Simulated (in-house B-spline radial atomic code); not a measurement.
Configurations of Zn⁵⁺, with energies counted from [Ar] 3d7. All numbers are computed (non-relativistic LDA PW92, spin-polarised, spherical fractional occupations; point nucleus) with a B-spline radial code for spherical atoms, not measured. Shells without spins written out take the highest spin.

Occupations are held fixed; configurations that lie above the ionisation limit could autoionise.

```csv
configuration,E - E(ref) (eV),highest orbital,its <r> (bohr)
[Ar] 3d6 4p1,46.072,4p up,1.838
[Ne] 3s2 3p5 3d7 4s1,108.65,4s up,1.689
"[Ne] 3s2 3p(3 up, 2 down) 3d(3 up, 4 down) 4s(1 up, 0 down)",115.04,4s up,1.699
"[Ne] 3s2 3p(2 up, 3 down) 3d(3 up, 4 down) 4p(0 up, 1 down)",124.75,4p down,1.841
[Ne] 3s2 3p5 3d7 4d1,137.84,4d up,2.209
"[Ne] 3s2 3p(3 up, 2 down) 3d(5 up, 2 down) 4f(1 up, 0 down)",152,4f up,2.758
```

Q: Order these further configurations by energy, lowest first.
A. [Ar] 3d6 4d1
B. [Ar] 3d(4 up, 3 down)
C. [Ar] 3d(5 up, 1 down) 4s(1 up, 0 down)
D. [Ar] 3d6 4f1
E. [Ne] 3s2 3p5 3d8

A: B (2.6858 eV), C (34.59 eV), A (63.695 eV), E (73.775 eV), D (77.853 eV).

Q: How far above the reference does [Ne] 3s2 3p5 3d7 4p1 lie?

A: 120.15 eV; its least bound orbital is 4p up with <r> = 1.835 bohr.
